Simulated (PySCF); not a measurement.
**How good is the calculation?**

Atoms are numbered as in `[CH2:1]=[CH:2][CH2:3][O:4][C:5](=[O:6])[O:7][CH2:8][CH:9]=[CH2:10]`; H(Xn) means a hydrogen on atom n. Ha(C1) is cis to C3; Ha(C10) is cis to C8; Hb(C1) is trans to C3; Hb(C10) is trans to C8.

No relativistic terms, single conformer, in vacuum, rapidly exchanging positions averaged. PBE0/pcSseg-1 with gauge-including orbitals; structure optimised with PBE0-D3(BJ)/def2-SVP; PySCF 2.14.0 with density-fitted response routines.

Reference values: measured (solution, TFE-d3, 298 K; Fulmer et al., Organometallics 2010, 29, 2176).
```
      atoms  quantity  reference  computed  computed, scaled
         C5     δ ¹³C      157.4     160.1             154.1
      C2/C9     δ ¹³C      132.7     141.5             136.1
     C1/C10     δ ¹³C      120.2     129.7             124.7
      C3/C8     δ ¹³C       70.7      69.6              66.7
H(C2)/H(C9)      δ ¹H       5.92      6.14              6.04
H(C3)/H(C8)      δ ¹H       4.62      4.38              4.37
```

Reference values: measured (solution, toluene-d8, 298 K; Fulmer et al., Organometallics 2010, 29, 2176).
```tsv
atoms	quantity	reference	computed	computed, scaled
C5	δ ¹³C	155.2	160.1	154.1
C2/C9	δ ¹³C	132.3	141.5	136.1
C1/C10	δ ¹³C	118.0	129.7	124.7
C3/C8	δ ¹³C	68.2	69.6	66.7
```

Reference values: measured (solution, CD2Cl2, 298 K; Fulmer et al., Organometallics 2010, 29, 2176).
| atoms | quantity | reference | computed | computed, scaled |
| --- | --- | --- | --- | --- |
| C5 | δ ¹³C | 155.2 | 160.1 | 154.1 |
| C2/C9 | δ ¹³C | 132.2 | 141.5 | 136.1 |
| C1/C10 | δ ¹³C | 118.8 | 129.7 | 124.7 |
| C3/C8 | δ ¹³C | 68.8 | 69.6 | 66.7 |
| H(C2)/H(C9) | δ ¹H | 5.95 | 6.14 | 6.04 |
| H(C3)/H(C8) | δ ¹H | 4.61 | 4.38 | 4.37 |

Reference values: measured (solution, D2O, 298 K; Fulmer et al., Organometallics 2010, 29, 2176).
| atoms | quantity | reference | computed | computed, scaled |
| --- | --- | --- | --- | --- |
| C5 | δ ¹³C | 157.8 | 160.1 | 154.1 |
| C2/C9 | δ ¹³C | 132.8 | 141.5 | 136.1 |
| C1/C10 | δ ¹³C | 118.8 | 129.7 | 124.7 |
| C3/C8 | δ ¹³C | 68.8 | 69.6 | 66.7 |
| H(C2)/H(C9) | δ ¹H | 5.99 | 6.14 | 6.04 |
| H(C3)/H(C8) | δ ¹H | 4.69 | 4.38 | 4.37 |

Reference values: measured (solution, CD3CN, 298 K; Fulmer et al., Organometallics 2010, 29, 2176).
```csv
atoms,quantity,reference,computed,"computed, scaled"
C5,δ ¹³C,155.7,160.1,154.1
C2/C9,δ ¹³C,133.2,141.5,136.1
C1/C10,δ ¹³C,118.9,129.7,124.7
C3/C8,δ ¹³C,69.1,69.6,66.7
H(C2)/H(C9),δ ¹H,5.96,6.14,6.04
H(C3)/H(C8),δ ¹H,4.61,4.38,4.37
```

Reference values: measured (solution, acetone-d6, 298 K; Fulmer et al., Organometallics 2010, 29, 2176).
```json
{"atoms": "C5", "quantity": "δ ¹³C", "reference": "155.5", "computed": "160.1", "computed, scaled": "154.1"}
{"atoms": "C2/C9", "quantity": "δ ¹³C", "reference": "133.2", "computed": "141.5", "computed, scaled": "136.1"}
{"atoms": "C1/C10", "quantity": "δ ¹³C", "reference": "118.5", "computed": "129.7", "computed, scaled": "124.7"}
{"atoms": "C3/C8", "quantity": "δ ¹³C", "reference": "68.8", "computed": "69.6", "computed, scaled": "66.7"}
{"atoms": "H(C2)/H(C9)", "quantity": "δ ¹H", "reference": "5.96", "computed": "6.14", "computed, scaled": "6.04"}
{"atoms": "H(C3)/H(C8)", "quantity": "δ ¹H", "reference": "4.62", "computed": "4.38", "computed, scaled": "4.37"}
```

Computed shifts are σ(ref) − σ with the named reference compound (TMS for H and C) calculated as an isolated molecule at the same level. The measured values may be among those fitted. Scaled to experiment by linear calibration (H and C: mostly CDCl3 data, vs TMS): ¹H (scatter 0.21 ppm rms, 0.22 ppm with the 3 outliers that the fit left out); ¹³C (scatter 1.9 ppm rms, 2.3 ppm with the 23 outliers that the fit left out). A few per cent of atoms miss by over 2 rms, more outside the fitted compound classes.

Task: How far are the unscaled ¹³C shifts from the references?

Result: Mean signed difference +6.02 ppm, mean absolute 6.12 ppm over 24 comparisons; the largest is +11.7 ppm at C1/C10 (terminal =CH2 carbon).

Task: How far are the unscaled ¹H shifts from the references?

Result: Mean signed difference -0.03 ppm, mean absolute 0.22 ppm over 10 comparisons; the largest is -0.31 ppm at H(C3)/H(C8) (hydrogen on an allylic sp3 CH2 bonded to O).

34 of the 72 published NMR values on file for this molecule are compared. The rest: values from further sources, protons in aromatic solvents.
